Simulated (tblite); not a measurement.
C7H14Ge.
Atom-mapped SMILES: `[GeH3:1][C@@H:2]1[CH2:3][C@@H:4]1[CH:5]1[CH2:6][CH2:7][CH2:8]1` (hydrogens: H9, H10, H11 on Ge1; H12 on C2; H13, H14 on C3; H15 on C4; H16 on C5; H17, H18 on C6; H19, H20 on C7; H21, H22 on C8)

Cartesian coordinates in Å at the GFN2-xTB level; atoms count from 1:
```
atom  x, y, z in Å
Ge1   -2.579    0.985    0.040
C2    -1.808   -0.744   -0.438
C3    -1.290   -1.664    0.634
C4    -0.334   -1.011   -0.308
C5     0.585    0.069    0.187
C6     1.266    0.949   -0.879
C7     2.608    0.756   -0.158
C8     1.978   -0.363    0.684
H9    -1.877    2.129   -0.619
H10   -4.013    1.051   -0.380
H11   -2.536    1.219    1.518
H12   -2.298   -1.232   -1.274
H13   -1.470   -2.726    0.544
H14   -1.305   -1.307    1.654
H15    0.114   -1.645   -1.067
H16    0.061    0.673    0.935
H17    1.248    0.488   -1.865
H18    0.904    1.971   -0.961
H19    2.891    1.620    0.439
H20    3.451    0.469   -0.783
H21    2.249   -1.357    0.334
H22    2.144   -0.311    1.758
```

Method: GFN2-xTB as coded in tblite; computed harmonic values from a numerical Hessian at the method's own geometry, unscaled. Against measured fundamentals such values can be off by several per cent, at times by over 20. Modes of hydrogen on germanium can be 10 to 20 % off. One conformer, not necessarily the lowest.

Harmonic wavenumbers (cm⁻¹): 52.7, 74.0, 101.1, 118.8, 164.4, 238.6, 315.5, 376.7, 450.6, 488.0, 537.7, 606.6, 676.7, 786.0, 797.1, 816.9, 862.6, 866.0, 868.9, 875.4, 960.7, 977.5, 988.7, 1001.7, 1036.5, 1041.3, 1061.0, 1066.9, 1084.3, 1096.4, 1123.5, 1180.1, 1185.5, 1193.4, 1226.4, 1234.8, 1245.9, 1247.9, 1261.2, 1274.1, 1301.9, 1412.4, 1473.9, 1474.7, 1475.8, 1495.4, 1977.7, 2061.6, 2067.6, 2919.2, 2992.7, 3000.5, 3005.1, 3008.7, 3012.8, 3014.5, 3018.0, 3021.7, 3060.2, 3079.2.

A = 2631, B = 743.7, C = 635.6 MHz; mass 172.031 u (most abundant isotopes); point group C1, symmetry number 1.

Question: Zero-point energy?

Answer: ½Σν̃ = 40218 cm⁻¹ = 114.99 kcal/mol.

Question: What is S at 298.15 K and 1 bar for an ideal gas of classical rigid rotors and harmonic oscillators?

Answer: Translation 41.36, rotation 29.94, vibration 27.42: S = 98.7 cal/(mol K).

Question: And Cp and H(298.15 K) − H(0)?

Answer: Cp = 38.46 cal/(mol K), of which vibrations give 30.51 (their classical limit is 60 R = 119.2); H(298.15 K) − H(0) = 6.69 kcal/mol without the zero-point energy, 4.32 from vibrations.

Question: Blend soft modes into free rotors: weight 1/[1 + (100 cm⁻¹/ν̃)⁴] for the oscillator and the rest for a rotor with moment μB/(μ + B), μ = h/(8π²ν), B = 10⁻⁴⁴ kg m². What vibrational entropy results?

Answer: 25.16 cal/(mol K) in place of 27.42, which changes −T·S at 298.15 K by +0.67 kcal/mol.

Question: How do the functions run with temperature in this model?

Answer: 
```
 T (K)  S (cal/(mol K))  Cp (cal/(mol K))  H − H(0) (kcal/mol)  G − H(0) (kcal/mol)  ln q(vib)
    50             60.1              13.3                 0.50                -2.50       0.47
   100             70.9              18.0                 1.29                -5.80       1.67
373.15            108.4              48.0                 9.93               -30.51       8.37
   500            124.5              62.3                16.96               -45.28      11.63
   750            153.8              82.0                35.19               -80.15      18.21
  1000            179.2              94.6                57.37              -121.85      24.60
```

q(vib) and H(0) count from the zero-point level.

Hindered rotation and anharmonicity are outside this model. Other conformers, if any are populated, would add a mixing term that is left out. The structure is chiral; the term R ln 2 for an equal mix with its mirror image is left out.

Hardware: an Arm Neoverse N1 with one thread, on a shared host. Cost: 1.6 s of wall time. The figure is for the frequency step alone.
